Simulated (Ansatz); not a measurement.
Computed with PBE0-D4/def2-TZVP (Ansatz, a first-principles code). No frequencies were computed at this level.

Ansatz 0.2 input:
```yaml
crystal:
  periodic: [false, false, false]
  atoms:
    - { symbol: B, position_ang: [-0.00002, 0.000031, 0.000047] }
    - { symbol: H, position_ang: [-0.33473, 1.115212, -0.003444] }
    - { symbol: H, position_ang: [-0.798323, -0.847497, -0.010904] }
    - { symbol: H, position_ang: [1.133072, -0.267746, 0.014301] }
basis:
  gaussian: { orbitals: def2-tzvp }
hamiltonian:
  xc: pbe0
  dispersion: d4
relax:
  max_steps: 150
```

Output:

```
Functional definition: PBE0
301 factors; their error is unknown
mean field evaluation 1: about -722.1119 eV, gradient 1.5e1 eV
mean field evaluation 2: about -722.6300 eV, gradient 8.6e0 eV
mean field evaluation 4: about -722.8656 eV, gradient 2.7e-2 eV
mean field evaluation 8: about -722.8601 eV, gradient 6.8e-4 eV
mean field -722.86005923 eV, -26.5646172045 hartree, gradient 4.7e-5 eV, S^2 0.000000; 0 other end points of the search recorded, 0 dependent functions left out
reference -722.86008434 eV, -26.5646181274 hartree; 4, 4 occupied and 45, 45 virtual orbitals, 301 factors
relax step   1: F+E_penalty+E_count = -722.87357102 eV  Δ(F+E_penalty+E_count) = +0.000e0 eV  max|allowed force component| = 7.359e-1 eV/Å  Δτ_max = 0.0000 Å  (17 SCF iters, accepted)
these checks for a lower state are left out or cut short: starts, cluster_reference, orbital_swaps, neighbouring_geometries, increment
301 factors; their error is unknown
mean field evaluation 16: about -722.8896 eV, gradient 7.8e-6 eV
mean field -722.88959774 eV, -26.5657027249 hartree, gradient 7.8e-6 eV, S^2 0.000000; 0 other end points of the search recorded, 0 dependent functions left out
reference -722.88962299 eV, -26.5657036526 hartree; 4, 4 occupied and 45, 45 virtual orbitals, 301 factors
relax step   2: F+E_penalty+E_count = -722.90311601 eV  Δ(F+E_penalty+E_count) = -2.954e-2 eV  max|allowed force component| = 2.078e-1 eV/Å  Δτ_max = 0.0205 Å  (22 SCF iters, accepted)
these checks for a lower state are left out or cut short: starts, cluster_reference, orbital_swaps, neighbouring_geometries, increment
301 factors; their error is unknown
mean field -722.89231630 eV, -26.5658026301 hartree, gradient 8.0e-6 eV, S^2 0.000000; 0 other end points of the search recorded, 0 dependent functions left out
reference -722.89234159 eV, -26.5658035595 hartree; 4, 4 occupied and 45, 45 virtual orbitals, 301 factors
relax step   3: F+E_penalty+E_count = -722.90583882 eV  Δ(F+E_penalty+E_count) = -2.723e-3 eV  max|allowed force component| = 2.483e-2 eV/Å  Δτ_max = 0.0084 Å  (23 SCF iters, accepted)
these checks for a lower state are left out or cut short: starts, cluster_reference, orbital_swaps, neighbouring_geometries, increment
301 factors; their error is unknown
mean field -722.89234618 eV, -26.5658037279 hartree, gradient 1.5e-5 eV, S^2 0.000000; 0 other end points of the search recorded, 0 dependent functions left out
reference -722.89237147 eV, -26.5658046575 hartree; 4, 4 occupied and 45, 45 virtual orbitals, 301 factors
relax step   4: F+E_penalty+E_count = -722.90586885 eV  Δ(F+E_penalty+E_count) = -3.004e-5 eV  max|allowed force component| = 1.544e-4 eV/Å  Δτ_max = 0.0016 Å  (17 SCF iters, accepted)
301 factors; their error is unknown
mean field evaluation 32: about -722.8923 eV, gradient 1.5e-5 eV
mean field -722.89234618 eV, -26.5658037279 hartree, gradient 1.5e-5 eV, S^2 0.000000; 1 other end points of the search recorded, 0 dependent functions left out
reference -722.89237147 eV, -26.5658046575 hartree; 4, 4 occupied and 45, 45 virtual orbitals, 301 factors
Total energy: -722.90589415 eV, -26.5663016067 hartree
Atom 0 at    -0.000000    -0.000000     0.000010 Å, force     0.000004     0.000003    -0.000154 eV/Å
Atom 1 at    -0.343090     1.143093    -0.003517 Å, force     0.000002    -0.000012     0.000052 eV/Å
Atom 2 at    -0.818319    -0.868686    -0.011164 Å, force     0.000006     0.000007     0.000052 eV/Å
Atom 3 at     1.161409    -0.274407     0.014671 Å, force    -0.000012     0.000001     0.000051 eV/Å
Dipole moment:    -0.000000    -0.000000     0.000006 e Å
```

Cost: about 3 core-seconds (a rough figure).
